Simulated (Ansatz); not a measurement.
Species: CPt, net charge 0, singlet state. SMILES: [C][Pt]
Coordinates optimised at B3LYP-D3(BJ)/def2-TZVP (Ansatz, a program for electronic structure):
```
Pt
C 1 1.6759
```
Charge 0, spin multiplicity 1.

Wanted: vertical ionisation energy (to the doublet state of charge +1; each state is the SCF solution reached for its spin; for the doublet T1 is 0.048; for the singlet the Hartree-Fock reference is unstable and T1 is 0.042), in eV. Cores are frozen in the correlated levels unless marked. UHF or UKS for open shells. Spin-orbit coupling is left out. The frozen core is the preceding noble-gas configuration, with the filled d and f shells of earlier blocks. In def2 rows, elements after Kr have scalar-relativistic effective core potentials. CBS marks a two-point X^-3 extrapolation of the correlation energy; Hartree-Fock from the larger set.

```csv
level,program,vertical ionisation energy (eV),minus last row
PBE/def2-TZVPD,Ansatz,9.30,-0.02
PBE0/def2-TZVPD,Ansatz,9.10,-0.22
CCSD/def2-TZVPPD,Ansatz,9.01,-0.31
"CCSD/CBS(def2-TZVPPD,def2-QZVPPD)",Ansatz,9.13,-0.19
CCSD(T)/def2-TZVPPD,Ansatz,9.15,-0.17
CCSD(T)/def2-QZVPPD,Ansatz,9.25,-0.07
"CCSD(T)/CBS(def2-TZVPPD,def2-QZVPPD)",Ansatz,9.32,0.00
```
